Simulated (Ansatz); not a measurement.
`CB[SiH3]` + `[OH][Mg][OH]` → `[OH][Mg][O][SiH3]` + `BC`  (cleavage of the Si–B bond)

Gas-phase electronic energies from Ansatz, PBE0-D4/def2-TZVP geometries. CCSD(T)/CBS is the MP2 limit (def2-TZVPP, def2-QZVPP) plus CCSD(T) − MP2 in def2-TZVPP, frozen cores. This one scheme is used for every species. DFT in def2-TZVPP. B3LYP here is the variant with VWN-RPA as its local correlation; programs differ in this. HSE06 is defined as in plane-wave codes. For Mg outer-core shells are correlated without core-valence functions, which leaves a few kJ/mol of doubt a bond. One conformer a species, not always the lowest.

```tsv
level	ΔE (kJ/mol)	difference from CCSD(T)/CBS
r2SCAN-D4	-134.5	7.5
B3LYP-D4	-137.8	4.2
CAM-B3LYP-D4	-143.1	-1.1
ωB97M-V	-139.9	2.1
r2SCANh	-136.7	5.3
HSE06	-125.4	16.6
RPA@PBE/def2-TZVPP	-143.8	-1.8
HF/def2-SVP	-159.4	-17.4
CCSD(T)/def2-TZVPP	-141.8	0.2
MP2/def2-QZVPP	-149.8	-7.8
CCSD(T)/CBS	-142.0	0
```

Largest T1 diagnostic among the species: 0.012.

Leaving LDA and LC-ωPBE aside and taking each functional with its dispersion term where it has one, the values, not all of them listed here, spread over 36.3 kJ/mol, from BHLYP-D4 to PBE-D4. From PBE to PBE0 (25 % exact exchange), in def2-TZVPP and without D4, ΔE moves by −10.1 kJ/mol. At CCSD(T), def2-SVP lies +6.5 kJ/mol from the extrapolated value and def2-TZVPP +0.2 kJ/mol.
